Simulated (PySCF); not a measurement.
B(OH)2(OSiH3) (BH5O3Si), SMILES OB(O)O[SiH3].

Geometry: B3LYP-D3(BJ)/def2-SVP. One conformer was computed; it need not be the lowest.

Method: PBE/def2-TZVP (PySCF).

Symmetry labels are those of the subgroup Cs that the program uses (full group Cs).

Computed valence orbital energies around the gap with their symmetry:
```tsv
orbital	symmetry	energy (eV)
HOMO−7	A"	-10.22
HOMO−6	A'	-10.19
HOMO−5	A'	-8.99
HOMO−4	A"	-8.68
HOMO−3	A'	-8.23
HOMO−2	A"	-7.80
HOMO−1	A'	-7.57
HOMO	A"	-7.33
LUMO	A'	-0.92
LUMO+1	A'	-0.07
LUMO+2	A"	0.73
LUMO+3	A'	0.93
```
